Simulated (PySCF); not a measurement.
ClSe (SMILES Cl[Se]), doublet, at a GFN2-xTB geometry (the spin is typed, not shown lowest), with bond 1-2 at 1.4 times its length; PySCF with CASSCF(7,6)/cc-pVDZ.

The PySCF input:
```python
from pyscf import gto, scf, mcscf
import numpy

mol = gto.M(
    atom='''
Se    0.000000    0.000000   -1.547709
Cl    0.000000    0.000000    1.407008
''',
    basis='cc-pvdz',
    charge=0,
    spin=1,
    verbose=4,
)

mf = scf.ROHF(mol)
mf.kernel()
mc = mcscf.CASSCF(mf, 6, 7)
mc.fix_spin_(ss=0.75)
mc.kernel()
occ = numpy.linalg.eigvalsh(mc.fcisolver.make_rdm1(mc.ci, mc.ncas, mc.nelecas))[::-1]
ss = mc.fcisolver.spin_square(mc.ci, mc.ncas, mc.nelecas)[0]
print('natural occupations', occ.round(4), ' <S^2>', round(ss, 4))
```

Output, abridged:

```
PySCF version 2.14.0

[INPUT] verbose = 4
[INPUT] num. atoms = 2
[INPUT] num. electrons = 51
[INPUT] charge = 0
[INPUT] spin (= nelec alpha-beta = 2S) = 1
[INPUT] symmetry False subgroup None
[INPUT] Mole.unit = angstrom
[INPUT] Symbol           X                Y                Z      unit          X                Y                Z       unit  Magmom
[...]
nuclear repulsion = 103.517334455977
number of shells = 11
number of NR pGTOs = 118
number of NR cGTOs = 45
basis = cc-pvdz
ecp = {}

******** <class 'pyscf.scf.rohf.ROHF'> ********
method = ROHF
initial guess = minao
damping factor = 0
level_shift factor = 0
DIIS = <class 'pyscf.scf.diis.CDIIS'>
diis_start_cycle = 1
diis_space = 8
diis_damp = 0
SCF conv_tol = 1e-09
SCF conv_tol_grad = None
SCF max_cycles = 50
direct_scf = True
direct_scf_tol = 1e-13
num. doubly occ = 25  num. singly occ = 1
Set gradient conv threshold to 3.16228e-05
init E= -2857.94438568278
[...]
cycle= 1 E= -2859.16063131735  delta_E= -1.22  |g|= 0.328  |ddm|= 0.864
[...]
cycle= 2 E= -2858.85379471057  delta_E= 0.307  |g|= 0.844  |ddm|= 1.03
[...]
cycle= 3 E= -2859.20148548151  delta_E= -0.348  |g|= 0.164  |ddm|= 0.954
[...]
cycle= 4 E= -2859.21419776302  delta_E= -0.0127  |g|= 0.0716  |ddm|= 0.0966
[...]
cycle= 5 E= -2859.21775436916  delta_E= -0.00356  |g|= 0.0295  |ddm|= 0.0579
[...]
cycle= 6 E= -2859.21881807485  delta_E= -0.00106  |g|= 0.00614  |ddm|= 0.0478
[...]
cycle= 7 E= -2859.21887909314  delta_E= -6.1e-05  |g|= 0.0026  |ddm|= 0.0194
[...]
cycle= 8 E= -2859.21888198409  delta_E= -2.89e-06  |g|= 0.000654  |ddm|= 0.00213
[...]
cycle= 9 E= -2859.21888228276  delta_E= -2.99e-07  |g|= 0.00013  |ddm|= 0.000696
[...]
cycle= 10 E= -2859.21888229509  delta_E= -1.23e-08  |g|= 3.78e-05  |ddm|= 0.00015
[...]
cycle= 11 E= -2859.21888229617  delta_E= -1.08e-09  |g|= 2.42e-06  |ddm|= 5.32e-05
[...]
cycle= 12 E= -2859.21888229617  delta_E= -9.09e-13  |g|= 3.76e-07  |ddm|= 3.97e-06
[...]
Extra cycle  E= -2859.21888229618  delta_E= -5.46e-12  |g|= 1.27e-07  |ddm|= 4.03e-07
converged SCF energy = -2859.21888229618

******** <class 'pyscf.mcscf.mc1step.CASSCF'> ********
CAS (4e+3e, 6o), ncore = 22, nvir = 17
max_cycle_macro = 50
max_cycle_micro = 4
conv_tol = 1e-07
conv_tol_grad = None
orbital rotation max_stepsize = 0.02
orbital rotation threshold for CI restart = 0.01
augmented hessian ah_max_cycle = 30
augmented hessian ah_conv_tol = 1e-12
augmented hessian ah_linear dependence = 1e-14
augmented hessian ah_level shift = 1e-08
augmented hessian ah_start_tol = 2.5
augmented hessian ah_start_cycle = 3
augmented hessian ah_grad_trust_region = 3
kf_trust_region = 3
kf_interval = 4
ci_response_space = 4
ci_grad_trust_region = 3
with_dep4 0
natorb = False
canonicalization = True
sorting_mo_energy = False
ao2mo_level = 2
internal_rotation = False
******** <class 'pyscf.fci.addons.SpinPenaltyFCISolver'> ********
max. cycles = 50
conv_tol = 1e-08
davidson only = True
linear dependence = 1e-12
level shift = 0.001
max iter space = 12
nroots = 1
pspace_size = 400
spin = None
CASCI E = -2859.26806405876  S^2 = 0.7500000
Set conv_tol_grad to 0.000316228
macro iter   1 ( 20 JK    4 micro), CASSCF E = -2859.27738811084  dE = -9.32405207e-03  S^2 = 0.7500000
               |grad[o]|=0.0992  |grad[c]|=0.00914  |ddm|=0.0741  |maxRot[o]|=0.158
macro iter   2 ( 21 JK    4 micro), CASSCF E = -2859.27783765848  dE = -4.49547645e-04  S^2 = 0.7500000
               |grad[o]|=0.016  |grad[c]|=0.00298  |ddm|=0.00341  |maxRot[o]|= 0.29
macro iter   3 ( 21 JK    4 micro), CASSCF E = -2859.27877113246  dE = -9.33473974e-04  S^2 = 0.7500000
               |grad[o]|=0.0109  |grad[c]|=0.0111  |ddm|=0.0193  |maxRot[o]|=0.248
macro iter   4 ( 21 JK    4 micro), CASSCF E = -2859.28074284816  dE = -1.97171570e-03  S^2 = 0.7500000
               |grad[o]|=0.00844  |grad[c]|=0.0203  |ddm|=0.022  |maxRot[o]|=0.217
macro iter   5 ( 21 JK    4 micro), CASSCF E = -2859.28251315740  dE = -1.77030924e-03  S^2 = 0.7500000
               |grad[o]|=0.00759  |grad[c]|=0.0089  |ddm|=0.0102  |maxRot[o]|=0.201
macro iter   6 ( 21 JK    4 micro), CASSCF E = -2859.28286627552  dE = -3.53118116e-04  S^2 = 0.7500000
               |grad[o]|=0.00604  |grad[c]|=0.00546  |ddm|=0.00437  |maxRot[o]|=0.0871
macro iter   7 ( 21 JK    4 micro), CASSCF E = -2859.28295616958  dE = -8.98940634e-05  S^2 = 0.7500000
               |grad[o]|=0.0042  |grad[c]|=0.00443  |ddm|=0.00329  |maxRot[o]|=0.0719
macro iter   8 ( 21 JK    4 micro), CASSCF E = -2859.28298208187  dE = -2.59122912e-05  S^2 = 0.7500000
               |grad[o]|=0.00386  |grad[c]|=0.00425  |ddm|=0.00233  |maxRot[o]|=0.0444
macro iter   9 ( 21 JK    4 micro), CASSCF E = -2859.28300302732  dE = -2.09454479e-05  S^2 = 0.7500000
               |grad[o]|=0.0039  |grad[c]|=0.00418  |ddm|=0.00168  |maxRot[o]|=0.0966
macro iter  10 ( 12 JK    3 micro), CASSCF E = -2859.28314475270  dE = -1.41725378e-04  S^2 = 0.7500000
               |grad[o]|=0.00415  |grad[c]|=0.00327  |ddm|=0.00321  |maxRot[o]|=0.0879
macro iter  11 ( 21 JK    4 micro), CASSCF E = -2859.28313767064  dE =  7.08206198e-06  S^2 = 0.7500000
               |grad[o]|=0.00378  |grad[c]|=0.00379  |ddm|=0.00159  |maxRot[o]|=0.0584
macro iter  12 ( 21 JK    4 micro), CASSCF E = -2859.28343509715  dE = -2.97426512e-04  S^2 = 0.7500000
               |grad[o]|=0.00382  |grad[c]|=0.00191  |ddm|=0.00137  |maxRot[o]|=0.0566
macro iter  13 ( 21 JK    4 micro), CASSCF E = -2859.28364354700  dE = -2.08449855e-04  S^2 = 0.7500000
               |grad[o]|=0.00306  |grad[c]|=0.00175  |ddm|=0.00077  |maxRot[o]|=0.0551
macro iter  14 ( 21 JK    4 micro), CASSCF E = -2859.28382484640  dE = -1.81299398e-04  S^2 = 0.7500000
               |grad[o]|=0.00242  |grad[c]|=0.00127  |ddm|=0.00105  |maxRot[o]|=0.0666
macro iter  15 ( 21 JK    4 micro), CASSCF E = -2859.28389535496  dE = -7.05085636e-05  S^2 = 0.7500000
               |grad[o]|=0.00161  |grad[c]|=0.00335  |ddm|=0.00227  |maxRot[o]|=0.0448
[...]
               |grad[o]|=0.000232  |grad[c]|=0.001  |ddm|=0.00323  |maxRot[o]|=0.0499
macro iter  22 (  7 JK    2 micro), CASSCF E = -2859.28401084523  dE = -4.30351874e-05  S^2 = 0.7500000
               |grad[o]|=0.000356  |grad[c]|=0.00152  |ddm|=0.00547  |maxRot[o]|=0.0699
macro iter  23 (  7 JK    2 micro), CASSCF E = -2859.28407930340  dE = -6.84581664e-05  S^2 = 0.7500000
               |grad[o]|=0.000617  |grad[c]|=0.00123  |ddm|=0.0059  |maxRot[o]|=0.0699
macro iter  24 (  7 JK    2 micro), CASSCF E = -2859.28417947458  dE = -1.00171183e-04  S^2 = 0.7500000
               |grad[o]|=0.000947  |grad[c]|=0.00091  |ddm|=0.00582  |maxRot[o]|=0.0699
macro iter  25 (  7 JK    2 micro), CASSCF E = -2859.28431633698  dE = -1.36862394e-04  S^2 = 0.7500000
               |grad[o]|=0.00132  |grad[c]|=0.000717  |ddm|=0.00532  |maxRot[o]|=0.0699
macro iter  26 (  7 JK    2 micro), CASSCF E = -2859.28449282019  dE = -1.76483214e-04  S^2 = 0.7500000
               |grad[o]|=0.00169  |grad[c]|=0.00085  |ddm|=0.00452  |maxRot[o]|=0.0699
macro iter  27 ( 21 JK    4 micro), CASSCF E = -2859.28570958652  dE = -1.21676633e-03  S^2 = 0.7500000
               |grad[o]|=0.00207  |grad[c]|=0.0188  |ddm|=0.0118  |maxRot[o]|=0.314
macro iter  28 ( 12 JK    3 micro), CASSCF E = -2859.28637483181  dE = -6.65245286e-04  S^2 = 0.7500000
               |grad[o]|=0.00514  |grad[c]|=0.00338  |ddm|=0.0073  |maxRot[o]|=0.0998
macro iter  29 ( 21 JK    4 micro), CASSCF E = -2859.28654583861  dE = -1.71006798e-04  S^2 = 0.7500000
               |grad[o]|=0.00437  |grad[c]|=0.00663  |ddm|=0.00476  |maxRot[o]|=0.0727
macro iter  30 ( 21 JK    4 micro), CASSCF E = -2859.28658360707  dE = -3.77684669e-05  S^2 = 0.7500000
               |grad[o]|=0.00371  |grad[c]|=0.00617  |ddm|=0.00426  |maxRot[o]|=0.0616
macro iter  31 ( 21 JK    4 micro), CASSCF E = -2859.28660869507  dE = -2.50879934e-05  S^2 = 0.7500000
               |grad[o]|=0.00373  |grad[c]|=0.00606  |ddm|=0.00329  |maxRot[o]|=0.0562
macro iter  32 ( 21 JK    4 micro), CASSCF E = -2859.28655522826  dE =  5.34668020e-05  S^2 = 0.7500000
               |grad[o]|=0.00374  |grad[c]|=0.00592  |ddm|=0.00314  |maxRot[o]|=0.0614
macro iter  33 ( 21 JK    4 micro), CASSCF E = -2859.28685346552  dE = -2.98237256e-04  S^2 = 0.7500000
               |grad[o]|=0.0039  |grad[c]|=0.00234  |ddm|=0.00168  |maxRot[o]|=0.0482
macro iter  34 ( 21 JK    4 micro), CASSCF E = -2859.28738885353  dE = -5.35388010e-04  S^2 = 0.7500000
               |grad[o]|=0.00374  |grad[c]|=0.00314  |ddm|=0.00183  |maxRot[o]|=0.0875
macro iter  35 ( 21 JK    4 micro), CASSCF E = -2859.28765824572  dE = -2.69392190e-04  S^2 = 0.7500000
               |grad[o]|=0.0033  |grad[c]|=0.00389  |ddm|=0.00178  |maxRot[o]|=0.0487
macro iter  36 ( 21 JK    4 micro), CASSCF E = -2859.28766076532  dE = -2.51959818e-06  S^2 = 0.7500000
               |grad[o]|=0.00287  |grad[c]|=0.00377  |ddm|=0.00141  |maxRot[o]|=0.0136
macro iter  37 ( 21 JK    4 micro), CASSCF E = -2859.28764889698  dE =  1.18683347e-05  S^2 = 0.7500000
               |grad[o]|=0.00283  |grad[c]|=0.00385  |ddm|=0.00167  |maxRot[o]|=0.0106
macro iter  38 ( 21 JK    4 micro), CASSCF E = -2859.28788740826  dE = -2.38511273e-04  S^2 = 0.7500000
               |grad[o]|=0.00284  |grad[c]|=0.00116  |ddm|=0.00139  |maxRot[o]|=0.0445
macro iter  39 ( 12 JK    3 micro), CASSCF E = -2859.28826089791  dE = -3.73489651e-04  S^2 = 0.7500000
               |grad[o]|=0.00259  |grad[c]|=0.000745  |ddm|=0.0017  |maxRot[o]|=0.079
macro iter  40 ( 21 JK    4 micro), CASSCF E = -2859.28826473069  dE = -3.83278302e-06  S^2 = 0.7500000
               |grad[o]|=0.00211  |grad[c]|=0.0026  |ddm|=0.00072  |maxRot[o]|=0.0194
macro iter  41 ( 21 JK    4 micro), CASSCF E = -2859.28824959054  dE =  1.51401468e-05  S^2 = 0.7500000
               |grad[o]|=0.00209  |grad[c]|=0.00297  |ddm|=0.00108  |maxRot[o]|=0.0144
macro iter  42 ( 20 JK    4 micro), CASSCF E = -2859.28840138959  dE = -1.51799047e-04  S^2 = 0.7500000
               |grad[o]|=0.00217  |grad[c]|=0.00194  |ddm|=0.000862  |maxRot[o]|=0.0358
macro iter  43 ( 12 JK    3 micro), CASSCF E = -2859.28851026166  dE = -1.08872067e-04  S^2 = 0.7500000
               |grad[o]|=0.00193  |grad[c]|=0.0007  |ddm|=0.000852  |maxRot[o]|=0.0362
macro iter  44 ( 21 JK    4 micro), CASSCF E = -2859.28849454535  dE =  1.57163095e-05  S^2 = 0.7500000
               |grad[o]|=0.00177  |grad[c]|=0.00257  |ddm|=0.000718  |maxRot[o]|=0.0189
macro iter  45 ( 19 JK    4 micro), CASSCF E = -2859.28865111826  dE = -1.56572911e-04  S^2 = 0.7500000
               |grad[o]|=0.00186  |grad[c]|=0.00155  |ddm|=0.000797  |maxRot[o]|=0.0368
macro iter  46 ( 20 JK    4 micro), CASSCF E = -2859.28871519825  dE = -6.40799858e-05  S^2 = 0.7500000
               |grad[o]|=0.00152  |grad[c]|=0.00181  |ddm|=0.00119  |maxRot[o]|=0.0439
macro iter  47 ( 21 JK    4 micro), CASSCF E = -2859.28870559300  dE =  9.60524585e-06  S^2 = 0.7500000
               |grad[o]|=0.00145  |grad[c]|=0.00254  |ddm|=0.000834  |maxRot[o]|=0.0249
macro iter  48 ( 20 JK    4 micro), CASSCF E = -2859.28883266074  dE = -1.27067744e-04  S^2 = 0.7500000
               |grad[o]|=0.00155  |grad[c]|=0.00144  |ddm|=0.000858  |maxRot[o]|= 0.04
macro iter  49 ( 21 JK    4 micro), CASSCF E = -2859.28883832827  dE = -5.66752078e-06  S^2 = 0.7500000
               |grad[o]|=0.00111  |grad[c]|=0.00172  |ddm|=0.00103  |maxRot[o]|=0.0399
macro iter  50 ( 21 JK    4 micro), CASSCF E = -2859.28883830195  dE =  2.63162292e-08  S^2 = 0.7500000
               |grad[o]|=0.00125  |grad[c]|=0.00281  |ddm|=0.00104  |maxRot[o]|=0.0261
1-step CASSCF not converged,  50 macro (870 JK 178 micro) steps
CASSCF canonicalization
Density matrix diagonal elements [1.99183477 1.64375335 1.99030326 1.00018797 0.36048426 0.01343639]
CASSCF energy = -2859.28883830195
CASCI E = -2859.28883830195  E(CI) = -10.8160775446559  S^2 = 0.7500000
natural occupations [1.9931 1.9899 1.6542 1.     0.3517 0.0113]  <S^2> 0.75
```

The run did not converge; its last values are not results.
